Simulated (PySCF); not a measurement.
Isomers of C4H10O2S, one GFN2-xTB conformer each. Single-point energies are computed at PBE0/pcSseg-1 (PySCF, gas phase, no added dispersion term), electronic only.

```csv
SMILES,GFN2-xTB relative energy (kcal/mol)
CC(C)S(C)(=O)=O,0.0
CCS(=O)(=O)CC,1.9
CO[C@@H](C)[S@@](C)=O,8.7
CCCS(C)(=O)=O,3.2
```

Conformers: `[CH3:1][CH:2]([CH3:3])[S:4]([CH3:5])(=[O:6])=[O:7]` with C1–C2–S4–C5 177°; `[CH3:1][CH2:2][S:3](=[O:4])(=[O:5])[CH2:6][CH3:7]` with C1–C2–S3–O4 -64°, C2–S3–C6–C7 180°; `[CH3:1][O:2][C@@H:3]([CH3:4])[S@@:5]([CH3:6])=[O:7]` with C1–O2–C3–C4 160°, O2–C3–S5–C6 -45°; `[CH3:1][CH2:2][CH2:3][S:4]([CH3:5])(=[O:6])=[O:7]` with C1–C2–C3–S4 73°, C2–C3–S4–C5 167°.

Question: What does PBE0/pcSseg-1 give for the same structures?

Answer: 
```
               SMILES  PBE0/pcSseg-1 E (Eh)  PBE0/pcSseg-1 (kcal/mol)  GFN2-xTB (kcal/mol)  point group
        CCS(=O)(=O)CC            -706.48625                       0.0                  1.9          C2v
      CC(C)S(C)(=O)=O            -706.48618                       0.0                  0.0           C1
        CCCS(C)(=O)=O            -706.48278                       2.2                  3.2           C1
CO[C@@H](C)[S@@](C)=O            -706.47388                       7.8                  8.7           C1
```

GFN2-xTB puts CC(C)S(C)(=O)=O lowest instead; measured from each level's own lowest isomer, the values differ by up to 1.9 kcal/mol (CCS(=O)(=O)CC: 1.9 against 0.0). Neighbours under 2.5 kcal/mol apart (CCS(=O)(=O)CC and CC(C)S(C)(=O)=O; CC(C)S(C)(=O)=O and CCCS(C)(=O)=O) can change places with a better method, another conformer or zero-point energy.

Question: Which frontier levels, dipoles and rotational constants go with these structures?

Answer: 
```
               SMILES  HOMO (eV, PBE0/pcSseg-1)  LUMO (eV)  dipole (D)     A, B, C (MHz)
        CCS(=O)(=O)CC                     -8.12       0.95        4.32  4362, 1480, 1452
      CC(C)S(C)(=O)=O                     -8.09       0.94        4.56  3017, 2024, 1663
        CCCS(C)(=O)=O                     -8.14       0.91        4.37  3829, 1559, 1490
CO[C@@H](C)[S@@](C)=O                     -6.19       0.80        2.88  2549, 1971, 1510
```

Question: As an exercise, what shares would exp(−E/RT) give at 298.15 K from these electronic energies alone (no entropy, no degeneracies)?

Answer: RT = 0.592 kcal/mol: CCS(=O)(=O)CC 51.2 %, CC(C)S(C)(=O)=O 47.5 %, CCCS(C)(=O)=O 1.3 %, CO[C@@H](C)[S@@](C)=O under 0.1 %.
